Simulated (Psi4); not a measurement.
Cl4Sn (SMILES [Cl][Sn]([Cl])([Cl])[Cl]), singlet, at a GFN2-xTB geometry (such geometries of metal compounds can be far from the true shape) (core potentials on Sn); M11/def2-SVP in Psi4.

Here is a job for Psi4.
```
memory 2 GB

molecule {
0 1
  Cl   -1.80032643   -0.84416493   -1.18851803
  Sn    0.00000000    0.00000000   -0.00000000
  Cl   -0.31676548    2.26357933    0.37713794
  Cl    1.94528107   -0.31513236   -1.21775939
  Cl    0.17181084   -1.10428204    2.02913947
}

set basis def2-svp

energy('m11')
print_variables()
```

Output, abridged:

```
   => Loading Basis Set <=

    Name: DEF2-SVP
    Role: ORBITAL
    Keyword: BASIS

    !!!  WARNING: ECP capability is in beta. Please check occupations closely.  !!!

         ---------------------------------------------------------
                                   SCF
               by Justin Turney, Rob Parrish, Andy Simmonett
                          and Daniel G. A. Smith
                              RKS Reference
         ---------------------------------------------------------

  ==> Geometry <==

    Molecular point group: c1
    Full point group: Td

    Geometry (in Angstrom), charge = 0, multiplicity = 1:

       Center              X                  Y                   Z               Mass
    ------------   -----------------  -----------------  -----------------  -----------------
         CL          -1.800326430000    -0.844164930000    -1.188518028654    34.968852682000
         SN          -0.000000000000     0.000000000000     0.000000001346   119.902201630000
         CL          -0.316765480000     2.263579330000     0.377137941346    34.968852682000
         CL           1.945281070000    -0.315132360000    -1.217759388654    34.968852682000
         CL           0.171810840000    -1.104282040000     2.029139471346    34.968852682000

  Running in c1 symmetry.

  Rotational constants: A =      0.03369  B =      0.03369  C =      0.03369 [cm^-1]
  Rotational constants: A =   1009.91982  B =   1009.91981  C =   1009.91981 [MHz]
  Nuclear repulsion =  584.301169765763120

  Charge       = 0
  Multiplicity = 1
  Electrons    = 90
  Nalpha       = 45
  Nbeta        = 45

  ==> Algorithm <==

  SCF Algorithm Type is DF.
  DIIS enabled.
  MOM disabled.
  Fractional occupation disabled.
  Guess Type is SAD.
  Energy threshold   = 1.00e-06
  Density threshold  = 1.00e-06
  Integral threshold = 1.00e-12

  ==> Primary Basis <==

  Basis Set: DEF2-SVP
    Blend: DEF2-SVP
    Number of shells: 42
    Number of basis functions: 98
    Number of Cartesian functions: 104
    Spherical Harmonics?: true
    Max angular momentum: 2

  Core potential: DEF2-SVP
    Number of shells: 4
    Number of ECP primitives: 18
    Number of ECP core electrons: 28
    Max angular momentum: 3

  ==> DFT Potential <==

   => LibXC <=

    Version 7.1.2
    S. Lehtola, C. Steigemann, M. J. T. Oliveira, and M. A. L. Marques,  SoftwareX 7, 1–5 (2018) (10.1016/j.softx.2017.11.002)

   => Composite Functional: M11 <=

    M11 Meta-GGA XC Functional  (10.1021/jz201170d)
    R. Peverati and D. G. Truhlar, J. Phys. Chem. Lett., 2, 2810, 2011

    Deriv               =              1
    GGA                 =           TRUE
    Meta                =           TRUE

    Exchange Hybrid     =           TRUE
    MP2 Hybrid          =          FALSE

   => Exchange Functionals <=

    1.0000   XC_HYB_MGGA_X_M11 [omega = 0.2500]

   => Exact (HF) Exchange <=

    0.5720            HF,LR [omega = 0.2500]
    0.4280               HF

   => Correlation Functionals <=

    1.0000    XC_MGGA_C_M11

   => LibXC Density Thresholds  <==

    XC_MGGA_C_M11:  1.00E-15
    XC_HYB_MGGA_X_M11:  1.00E-11

   => Molecular Quadrature <=

    Radial Scheme          =       TREUTLER
    Pruning Scheme         =           NONE
    Nuclear Scheme         =       TREUTLER

    Blocking Scheme        =         OCTREE
    BS radius alpha        =              1
    Pruning alpha          =              1
    Radial Points          =             75
    Spherical Points       =            302
    Total Points           =         105305
    Total Blocks           =            898
    Max Points             =            255
    Max Functions          =             86
    Weights Tolerance      =       1.00E-15

   => Loading Basis Set <=

    Name: (DEF2-SVP AUX)
    Role: JKFIT
    Keyword: DF_BASIS_SCF

  ==> Integral Setup <==

  SCF_SUBTYPE=INCORE selected. In-core MEM_DF algorithm will be used.
  Using in-core AOs.

  ==> MemDFJK: Density-Fitted J/K Matrices <==

    J tasked:                   Yes
    K tasked:                   Yes
    wK tasked:                  Yes
    Omega:                2.500E-01
    Algorithm:                 Core
    Schwarz Cutoff:           1E-12
    Mask sparsity (%):       7.9134
    Fitting Condition:        1E-10

   => Auxiliary Basis Set <=

  Basis Set: (DEF2-SVP AUX)
    Blend: DEF2-UNIVERSAL-JKFIT
    Number of shells: 198
    Number of basis functions: 730
    Number of Cartesian functions: 929
    Spherical Harmonics?: true
    Max angular momentum: 5

  Minimum eigenvalue in the overlap matrix is 2.5485069949E-02.
  Reciprocal condition number of the overlap matrix is 7.4882926838E-03.
    Using symmetric orthogonalization.

  ==> Pre-Iterations <==

  SCF Guess: Superposition of Atomic Densities via on-the-fly atomic UHF (no occupation information).

   -------------------------
    Irrep   Nso     Nmo
   -------------------------
     A         98      98
   -------------------------
    Total      98      98
   -------------------------

  ==> Iterations <==

                           Total Energy        Delta E     RMS |[F,P]|

   @DF-RKS iter SAD: -2052.94341257257292   -2.05294e+03   0.00000e+00
   @DF-RKS iter   1: -2054.38032867632546   -1.43692e+00   3.56703e-03 DIIS/ADIIS
   @DF-RKS iter   2: -2054.42653993285012   -4.62113e-02   2.53461e-03 DIIS/ADIIS
   @DF-RKS iter   3: -2054.45542294081679   -2.88830e-02   3.28723e-04 DIIS/ADIIS
   @DF-RKS iter   4: -2054.45599875942116   -5.75819e-04   1.04982e-04 DIIS/ADIIS
   @DF-RKS iter   5: -2054.45608904439814   -9.02850e-05   2.31833e-05 DIIS
   @DF-RKS iter   6: -2054.45609457294404   -5.52855e-06   4.11840e-06 DIIS
   @DF-RKS iter   7: -2054.45609487542424   -3.02480e-07   1.47784e-06 DIIS
   @DF-RKS iter   8: -2054.45609489591470   -2.04905e-08   3.88754e-07 DIIS
  Energy and wave function converged.

  ==> Post-Iterations <==

   Electrons on quadrature grid:
      Ntotal   =   89.9999868425 ; deviation = -1.316e-05

    Orbital Energies [Eh]
    ---------------------

    Doubly Occupied:

[...]
    Virtual:

[...]
    Final Occupation by Irrep:
              A
    DOCC [    45 ]
    NA   [    45 ]
    NB   [    45 ]

  @DF-RKS Final Energy: -2054.45609489591470

   => Energetics <=

    Nuclear Repulsion Energy =            584.3011697657631203
    One-Electron Energy =               -4081.0946007642114637
    Two-Electron Energy =                1511.7282326386280147
    DFT Exchange-Correlation Energy =     -69.3908965360943739
    Empirical Dispersion Energy =           0.0000000000000000
    VV10 Nonlocal Energy =                  0.0000000000000000
    Total Energy =                      -2054.4560948959147026

Computation Completed

Properties will be evaluated at   0.000000,   0.000000,   0.000000 [a0]

Properties computed using the SCF density matrix

 Multipole Moments:

 ------------------------------------------------------------------------------------
     Multipole            Electronic (a.u.)      Nuclear  (a.u.)        Total (a.u.)
 ------------------------------------------------------------------------------------

 L = 1.  Multiply by 2.5417464519 to convert [e a0] to [Debye]
 Dipole X            :          0.0000169            0.0000000            0.0000169
 Dipole Y            :          0.0005074           -0.0000000            0.0005074
 Dipole Z            :          0.0001106           -0.0000001            0.0001105
 Magnitude           :                                                    0.0005196

 ------------------------------------------------------------------------------------

  Variable Map:
  ----------------------------------------------------------------------------
[...]
  Array Variable Map:
  ----------------------------------------------------------------------------
[...]
[...]
```
